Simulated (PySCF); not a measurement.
# Excitation energy of Ne(2+) by level of theory

Ne(2+) [He] 2s2 2p4 (3P) → Ne(2+) [He] 2s2 2p3 3d1 (5D), as a difference of total energies. All numbers are calculated (PySCF 2.14, no relativity, point nucleus, in aug-cc-pV5Z (7s6p5d4f3g2h, 127 functions)). Correlated levels: valence: 1s2 frozen. The calculations carry no spin-orbit coupling.

| method | excitation energy (eV) |
| --- | --- |
| UHF | 48.688 |
| LDA | 49.272 |
| PBE | 49.260 |
| PBE0 | 49.419 |
| r2SCAN | 49.558 |
| PBEsol | 49.071 |
| TPSSh | 49.600 |
| B2PLYP | 49.683 |
| MP2 (valence) | 49.831 |
| SCS-MP2 (valence) | 50.057 |

**Question.** How much does correlation contribute at MP2 (valence)?

**Answer.** 49.831 − (48.688) = 1.143 eV, measured against UHF.

A first-order spin-orbit estimate (lowest level to lowest level, LS coupling) adds 0.037 eV.

The promoted electron is Rydberg-like, and one or two diffuse shells describe it only roughly, which tends to raise the upper state.
